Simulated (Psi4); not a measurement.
BCl, charge +1, doublet, geometry from GFN2-xTB (the spin is typed, not shown lowest). Base run: Psi4 1.11 with CCSD(T)/def2-SVP.

Input for Psi4:
```
memory 2 GB

molecule {
1 2
  B    -0.00000000   -0.00000000   -1.16598762
  Cl    0.00000000    0.00000000    0.34293754
}

set basis def2-svp
set reference uhf

energy('ccsd(t)')
print_variables()
```

The base run was repeated with changes; each row names its change, and settings that it needs were set with it.

| change | ΔE vs base (kcal/mol) | MP2 correlation (Eh) | CC correlation without the perturbative part (Eh) | basis functions | outcome |
|---|---|---|---|---|---|
| base | 0.000 | -0.18458 | -0.20027 | 32 | converged |
| method = cisd | - | - | - | - | input refused |
| puream = off | -11.35 | -0.19511 | -0.21082 | 34 | converged |
| method = ccsd | ? | -0.18458 | -0.20027 | 32 | converged |
| scf_type = pk; mp2_type = conv | 0.000 | -0.18458 | -0.20027 | 32 | converged |
| method = mp2 | 14.28 | -0.18473 | - | 32 | converged |
| puream = on | 0.000 | -0.18458 | -0.20027 | 32 | converged |
| method = scs-mp2 | 18.80 | -0.18458 | - | 32 | converged |
| cc_type = df | - | - | - | - | input refused |
| method = omp2 | ? | -0.18473 | - | 32 | converged |

### Question
Fill in the missing entries.

### Answer

- method = ccsd, ΔE vs base (kcal/mol): 4.50
- method = omp2, ΔE vs base (kcal/mol): 12.28

Open shells are given as the SCF converged; they aren't shown to be the lowest states, and a large step between rows can be another state.

- method = cisd: ended with `psi4.driver.p4util.exceptions.MissingMethodError: Method=cisd is not available for any derivative level under conditions CI_TYPE=CONV, REFERENCE=UHF, FREEZE_CORE=FALSE, QC_MODULE=(auto). See https://psicode.org/psi4manual/master/introduction.html#ss-cisd. Or d`
- cc_type = df: ended with `psi4.driver.p4util.exceptions.MissingMethodError: Method=ccsd(t) is not available for any derivative level under conditions CC_TYPE=DF, REFERENCE=UHF, FREEZE_CORE=FALSE, QC_MODULE=(auto). See https://psicode.org/psi4manual/master/introduction.html#ss-ccsd-prt-`
